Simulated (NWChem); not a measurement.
Species: SnNH$_{5}$; SMILES [NH2][SnH3]

Computed with NWChem. The geometry was optimised at PBE0/def2-SVP (def2 core potentials past Kr).

Question: Predict the results for PBE0/STO-3G (all-electron, non-relativistic). Quantities: highest occupied level (eV); orbital gap (eV); dipole (D).

Answer: 
| Quantity | Result |
|---|---|
| highest occupied level (eV) | -3.29 |
| orbital gap (eV) | 9.38 |
| dipole (D) | 1.41 |
